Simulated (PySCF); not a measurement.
# AlCl₃ + 3 HCl → AlH₃ + 3 Cl₂

Level: PBE0 in the def2-TZVP basis family, all electrons, no relativity, computed in PySCF with density fitting; open shells unrestricted.

| species | state and structure | E (Eh) | ZPE (kJ/mol) | H(298 K) − H(0) (kJ/mol) | S° (J/(mol K)) |
| --- | --- | --- | --- | --- | --- |
| AlCl₃ | singlet, D3h, Al–Cl 2.070 Å (×3) | -1622.72797 | 12.7 | 16.4 | 313.2 |
| HCl | singlet, C∞v, H–Cl 1.279 Å | -460.66440 | 17.9 | 8.7 | 186.6 |
| AlH₃ | singlet, D3h, Al–H 1.586 Å (×3) | -244.07875 | 48.3 | 10.6 | 207.5 |
| Cl₂ | singlet, D∞h, Cl–Cl 1.982 Å | -920.08940 | 3.5 | 9.1 | 222.5 |

Problem. What is the electronic reaction energy?

Solution. At PBE0/def2-TZVP, ΔE = 982.5 kJ/mol from the differences of the total energies times 2625.5, uphill. 

Problem. Add zero-point, thermal and entropy terms for 298.15 K and 1 bar.

Solution. ΔZPE = -7.6 and Δ[H(298) − H(0)] = -4.6 kJ/mol give ΔH° = 970.3 kJ/mol. ΔS° = 2.0 J/(mol K), so ΔG° = 970.3 − 298.15 × (0.0020) = 970 kJ/mol.

Only the bonding shown was studied: isomers, or loss of a ligand pair, can lie lower.
